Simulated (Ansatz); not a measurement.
```tsv
atom	x (Å)	y (Å)	z (Å)
P	0.0000	0.0000	0.1406
H	1.2922	0.0000	-0.7030
H	-0.6461	1.1191	-0.7030
H	-0.6461	-1.1191	-0.7030
```

Basis set: cc-pVTZ (spherical functions). Left uncorrelated: 5 orbitals. Charge 0, multiplicity 1.

Computed with Ansatz (development build ahead of 0.2.0); each method stands on the lowest determinant of its kind that the runs found. Restricted open shells among the atoms or ions are ROHF, correlated in semicanonical orbitals with singles.

(1) Give the atomization energy at this shape (free ground-state atoms in the same class of orbitals less the molecule, no zero-point energy) of singlet PH3 by RHF-MP2, RHF.

## Answers

(1)

```csv
method,atomization energy
RHF-MP2,214.32 kcal/mol
RHF,159.01 kcal/mol
```

Caution: the shape is not the minimum.
